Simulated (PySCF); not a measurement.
Input for PySCF: R-HF/STO-3G on BeO, a point of a bond scan (R = 5.307 Å).

```python
from pyscf import gto, scf, dft, mp
from pyscf.data.elements import chemcore

mol = gto.M(
    atom='''
    Be   -0.00000000   -0.00000000   -0.88442615
    O     0.00000000    0.00000000    4.42213073
    ''',
    basis='sto-3g',
    charge=0, spin=0, verbose=3, max_memory=1800)
mf = scf.RHF(mol)
mf.conv_tol = 1e-8
mf.max_cycle = 100
mf.kernel()
if not mf.converged:
    mf = mf.newton().run(mf.mo_coeff, mf.mo_occ)
```

Q: What total energy does the run end on?

A: -88.0137 hartree.
